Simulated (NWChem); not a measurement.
Molecule: GeH2O2Cl2; SMILES [OH][Ge]([OH])([Cl])[Cl]

```xyz
7

O     -0.1446     1.4789    -1.2420
Ge     0.0000     0.0000    -0.2664
O      0.1446    -1.4789    -1.2420
Cl    -1.7846    -0.0355     0.9335
Cl     1.7846     0.0355     0.9335
H      0.7111     1.6781    -1.6709
H     -0.7111    -1.6781    -1.6709
```
Atoms are numbered in this order, from 1.

Computed with NWChem. Coordinates come from a PBE-D3(BJ)/def2-SVP optimisation. B3LYP is NWChem's, with the RPA form of VWN correlation. Total energies compare along this basis series because the functional is fixed.

```json
[
 {"level": "B3LYP/3-21G", "basis functions": "70", "energy (Ha)": "-3133.9481", "highest occupied level (eV)": "-8.97", "orbital gap (eV)": "6.98", "dipole (D)": "2.91"},
 {"level": "B3LYP/pcseg-1", "basis functions": "101", "energy (Ha)": "-3148.9639", "highest occupied level (eV)": "-9.20", "orbital gap (eV)": "7.24", "dipole (D)": "1.81"},
 {"level": "B3LYP/aug-pcseg-1", "basis functions": "154", "energy (Ha)": "-3148.9851", "highest occupied level (eV)": "-9.25", "orbital gap (eV)": "(withheld)", "dipole (D)": "(withheld)"},
 {"level": "B3LYP/pcseg-2", "basis functions": "199", "energy (Ha)": "-3149.4343", "highest occupied level (eV)": "-9.23", "orbital gap (eV)": "7.29", "dipole (D)": "1.59"},
 {"level": "B3LYP/def2-TZVPP", "basis functions": "222", "energy (Ha)": "-3149.3730", "highest occupied level (eV)": "-9.15", "orbital gap (eV)": "7.34", "dipole (D)": "1.57"}
]
```

Some entries are withheld; supply them.


- B3LYP/aug-pcseg-1, orbital gap (eV): 7.14
- B3LYP/aug-pcseg-1, dipole (D): 1.52
